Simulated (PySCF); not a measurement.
PySCF input (BP86/def2-TZVPD):

```python
from pyscf import gto, scf, dft

mol = gto.M(
    atom='''
    Ga    0.00000000    0.00000000    0.00000000
    O    -0.00000000   -0.00000000   -1.69587201
    O     0.00000000    0.00000000    1.69587201
    ''',
    basis='def2-tzvpd',
    charge=0,
    spin=1,
    symmetry='D2h',
    verbose=4,
)

mf = dft.UKS(mol, xc='bp86').density_fit(auxbasis='def2-universal-jkfit')
mf.grids.level = 3
mf.conv_tol = 1e-9
mf.max_cycle = 100
mf.max_memory = 1500
mf.kernel()
if not mf.converged:
    mf = mf.newton()
    mf.kernel(mf.make_rdm1())
mf.analyze()
```

Output:

```
PySCF version 2.14.0

[INPUT] verbose = 4
[INPUT] num. atoms = 3
[INPUT] num. electrons = 47
[INPUT] charge = 0
[INPUT] spin (= nelec alpha-beta = 2S) = 1
[INPUT] symmetry D2h subgroup None
[INPUT] Mole.unit = angstrom
[INPUT] Symbol           X                Y                Z      unit          X                Y                Z       unit  Magmom
[INPUT]  1 Ga     0.000000000000   0.000000000000   0.000000000000 AA    0.000000000000   0.000000000000   0.000000000000 Bohr   0.0
[INPUT]  2 O      0.000000000000   0.000000000000  -1.695872010000 AA    0.000000000000   0.000000000000  -3.204733641216 Bohr   0.0
[INPUT]  3 O      0.000000000000   0.000000000000   1.695872010000 AA    0.000000000000   0.000000000000   3.204733641216 Bohr   0.0

nuclear repulsion = 164.75628214759
point group symmetry = Dooh, use subgroup D2h
symmetry origin: [0. 0. 0.]
symmetry axis x: [1. 0. 0.]
symmetry axis y: [0. 1. 0.]
symmetry axis z: [0. 0. 1.]
num. orbitals of irrep Ag = 35
num. orbitals of irrep B1g = 9
num. orbitals of irrep B2g = 14
num. orbitals of irrep B3g = 14
num. orbitals of irrep Au = 5
num. orbitals of irrep B1u = 25
num. orbitals of irrep B2u = 16
num. orbitals of irrep B3u = 16
number of shells = 46
number of NR pGTOs = 216
number of NR cGTOs = 134
basis = def2-tzvpd
ecp = {}

******** <class 'pyscf.df.df_jk.DFSymAdaptedUKS'> ********
method = DFSymAdaptedUKS
initial guess = minao
damping factor = 0
level_shift factor = 0
DIIS = <class 'pyscf.scf.diis.CDIIS'>
diis_start_cycle = 1
diis_space = 8
diis_damp = 0
SCF conv_tol = 1e-09
SCF conv_tol_grad = None
SCF max_cycles = 100
direct_scf = False
number electrons alpha = 24  beta = 23
XC library pyscf.dft.libxc version 7.1.2
    S. Lehtola, C. Steigemann, M. J. T. Oliveira, and M. A. L. Marques,  SoftwareX 7, 1–5 (2018)
XC functionals = bp86
    A. D. Becke,  Phys. Rev. A 38, 3098 (1988)
    J. P. Perdew,  Phys. Rev. B 33, 8822 (1986)
    J. P. Perdew,  Phys. Rev. B 34, 7406–7406 (1986)
radial grids:
    Treutler-Ahlrichs [JCP 102, 346 (1995); DOI:10.1063/1.469408] (M4) radial grids

becke partition: Becke, JCP 88, 2547 (1988); DOI:10.1063/1.454033
pruning grids: <function nwchem_prune>
grids dens level: 3
[...]
beta  HOMO (B2g) = -0.272381255149118  LUMO (B3g) = -0.261063763914888
  HOMO = -0.272381255149  LUMO = -0.261063763915  gap/eV = 0.30796
Extra cycle  E= -2075.56142390669  delta_E= 3.64e-12  |g|= 4.42e-06  |ddm|= 4.83e-06
converged SCF energy = -2075.56142390669  <S^2> = 0.76358798  2S+1 = 2.0135421
**** SCF Summaries ****
Total Energy =                       -2075.561423906685377
Nuclear Repulsion Energy =             164.756282147589673
One-electron Energy =                -3218.149656657020842
Two-electron Energy =                  977.831950602745792
Two-electron Coulomb Energy =         1070.218319010217101
DFT Exchange-Correlation Energy =      -92.386368407471366
HOMO-LUMO gap [eV] =                     0.307964622752616
Wave-function symmetry = B3g
alpha occupancy for each irrep:     Ag  B1g  B2g  B3g   Au  B1u  B2u  B3u
                                     8    1    2    2    0    5    3    3
beta  occupancy for each irrep:     Ag  B1g  B2g  B3g   Au  B1u  B2u  B3u
                                     8    1    2    1    0    5    3    3
**** MO energy ****
alpha MO #1 (Ag #1), energy= -371.113677469572 occ= 1
alpha MO #2 (Ag #2), energy= -45.4135401900878 occ= 1
alpha MO #3 (B2u #1), energy= -40.2566043444556 occ= 1
alpha MO #4 (B3u #1), energy= -40.2550881753723 occ= 1
alpha MO #5 (B1u #1), energy= -40.2515539694853 occ= 1
alpha MO #6 (B1u #2), energy= -18.8216782104489 occ= 1
alpha MO #7 (Ag #3), energy= -18.8216708886378 occ= 1
alpha MO #8 (Ag #4), energy= -5.33151619960955 occ= 1
alpha MO #9 (B2u #2), energy= -3.66215469558125 occ= 1
alpha MO #10 (B3u #2), energy= -3.65931558099803 occ= 1
alpha MO #11 (B1u #3), energy= -3.65083539854164 occ= 1
alpha MO #12 (Ag #5), energy= -0.925189913010612 occ= 1
alpha MO #13 (B1u #4), energy= -0.873927389168145 occ= 1
alpha MO #14 (Ag #6), energy= -0.795714037117357 occ= 1
alpha MO #15 (B1g #1), energy= -0.795700290596822 occ= 1
alpha MO #16 (B3g #1), energy= -0.793157072154074 occ= 1
alpha MO #17 (B2g #1), energy= -0.789887489239425 occ= 1
alpha MO #18 (Ag #7), energy= -0.75020050048213 occ= 1
alpha MO #19 (Ag #8), energy= -0.399777279938306 occ= 1
alpha MO #20 (B2u #3), energy= -0.343694776243811 occ= 1
alpha MO #21 (B1u #5), energy= -0.34288319341448 occ= 1
alpha MO #22 (B3g #2), energy= -0.319733110539852 occ= 1
alpha MO #23 (B3u #3), energy= -0.311771168615055 occ= 1
alpha MO #24 (B2g #2), energy= -0.284141301811411 occ= 1
alpha MO #25 (Ag #9), energy= -0.124747973666736 occ= 0
alpha MO #26 (B2u #4), energy= -0.0617707497573043 occ= 0
alpha MO #27 (B3u #4), energy= -0.0526937189317653 occ= 0
alpha MO #28 (Ag #10), energy= 0.0280370846894232 occ= 0
alpha MO #29 (B1u #6), energy= 0.0355505596299821 occ= 0
alpha MO #30 (B1g #2), energy= 0.0682534939795756 occ= 0
alpha MO #31 (Ag #11), energy= 0.068295359414704 occ= 0
alpha MO #32 (Ag #12), energy= 0.0788096136786166 occ= 0
alpha MO #33 (B2u #5), energy= 0.0868558536471413 occ= 0
alpha MO #34 (B3u #5), energy= 0.0883953273984623 occ= 0
alpha MO #35 (B3g #3), energy= 0.0885853809840264 occ= 0
alpha MO #36 (B2g #3), energy= 0.0914203982613652 occ= 0
alpha MO #37 (B1u #7), energy= 0.136485571961686 occ= 0
alpha MO #38 (Ag #13), energy= 0.192161214649781 occ= 0
alpha MO #39 (B3g #4), energy= 0.203016813815648 occ= 0
alpha MO #40 (B2g #4), energy= 0.203905161487684 occ= 0
alpha MO #41 (Ag #14), energy= 0.224487612833069 occ= 0
alpha MO #42 (B1g #3), energy= 0.244703918769703 occ= 0
alpha MO #43 (Ag #15), energy= 0.244764442868636 occ= 0
alpha MO #44 (B2u #6), energy= 0.268189939211078 occ= 0
alpha MO #45 (B3u #6), energy= 0.270699767430755 occ= 0
alpha MO #46 (B1u #8), energy= 0.277331981048896 occ= 0
alpha MO #47 (B3g #5), energy= 0.309602150661693 occ= 0
alpha MO #48 (Ag #16), energy= 0.315767139899705 occ= 0
alpha MO #49 (B2g #5), energy= 0.317430531950015 occ= 0
alpha MO #50 (Au #1), energy= 0.331030199261495 occ= 0
alpha MO #51 (B1u #9), energy= 0.331155556982388 occ= 0
alpha MO #52 (B1u #10), energy= 0.413434425386676 occ= 0
alpha MO #53 (Ag #17), energy= 0.460778893971332 occ= 0
alpha MO #54 (B1g #4), energy= 0.460882707381158 occ= 0
alpha MO #55 (B2u #7), energy= 0.481600564793646 occ= 0
alpha MO #56 (B3g #6), energy= 0.490695705665214 occ= 0
alpha MO #57 (B3u #7), energy= 0.491085378624525 occ= 0
alpha MO #58 (Ag #18), energy= 0.49617768232009 occ= 0
alpha MO #59 (B2g #6), energy= 0.496426009928733 occ= 0
alpha MO #60 (B1u #11), energy= 0.553713550000452 occ= 0
alpha MO #61 (B2u #8), energy= 0.664343733784158 occ= 0
alpha MO #62 (B3u #8), energy= 0.673855292845045 occ= 0
alpha MO #63 (Ag #19), energy= 0.700996627625806 occ= 0
alpha MO #64 (B3g #7), energy= 0.831481253548492 occ= 0
alpha MO #65 (B1u #12), energy= 0.83292931410645 occ= 0
alpha MO #66 (B1g #5), energy= 0.8338150632382 occ= 0
alpha MO #67 (Ag #20), energy= 0.833848171611919 occ= 0
alpha MO #68 (B2g #7), energy= 0.841227309127663 occ= 0
alpha MO #69 (B3u #9), energy= 0.854279472293426 occ= 0
alpha MO #70 (B2u #9), energy= 0.854279757763543 occ= 0
alpha MO #71 (B1u #13), energy= 0.855542669067098 occ= 0
alpha MO #72 (Ag #21), energy= 0.9193069251099 occ= 0
alpha MO #73 (Au #2), energy= 0.976612829154268 occ= 0
alpha MO #74 (B1u #14), energy= 0.976712543959515 occ= 0
alpha MO #75 (B3g #8), energy= 0.983441208046791 occ= 0
alpha MO #76 (B2g #8), energy= 0.992951141637241 occ= 0
alpha MO #77 (Ag #22), energy= 0.993611856917113 occ= 0
alpha MO #78 (B2u #10), energy= 1.08501896688386 occ= 0
alpha MO #79 (B3u #10), energy= 1.09543454129113 occ= 0
alpha MO #80 (Ag #23), energy= 1.18126891373934 occ= 0
alpha MO #81 (B1u #15), energy= 1.58953107255678 occ= 0
alpha MO #82 (Ag #24), energy= 1.64360090301789 occ= 0
alpha MO #83 (B1g #6), energy= 1.64374443067535 occ= 0
alpha MO #84 (B1u #16), energy= 1.64937812337728 occ= 0
alpha MO #85 (Au #3), energy= 1.64946252533005 occ= 0
alpha MO #86 (B3g #9), energy= 1.79664992540424 occ= 0
alpha MO #87 (B2g #9), energy= 1.81619053504997 occ= 0
alpha MO #88 (Ag #25), energy= 1.86340031158698 occ= 0
alpha MO #89 (B2u #11), energy= 2.01944952482169 occ= 0
alpha MO #90 (B1u #17), energy= 2.0377511052411 occ= 0
alpha MO #91 (B3u #11), energy= 2.03910992811227 occ= 0
alpha MO #92 (B1g #7), energy= 2.22381624929163 occ= 0
alpha MO #93 (Ag #26), energy= 2.22384352915765 occ= 0
alpha MO #94 (B3g #10), energy= 2.26379178860794 occ= 0
alpha MO #95 (B2g #10), energy= 2.26884798225731 occ= 0
alpha MO #96 (Ag #27), energy= 2.44872244942113 occ= 0
alpha MO #97 (B2u #12), energy= 2.69756210207566 occ= 0
alpha MO #98 (B3u #12), energy= 2.72578086380902 occ= 0
alpha MO #99 (B3g #11), energy= 2.80580545940551 occ= 0
alpha MO #100 (B2g #11), energy= 2.83518762961604 occ= 0
alpha MO #101 (B1u #18), energy= 2.96075388339839 occ= 0
alpha MO #102 (Ag #28), energy= 3.0804682273587 occ= 0
[...]
```

It need not be the lowest isomer of its formula.
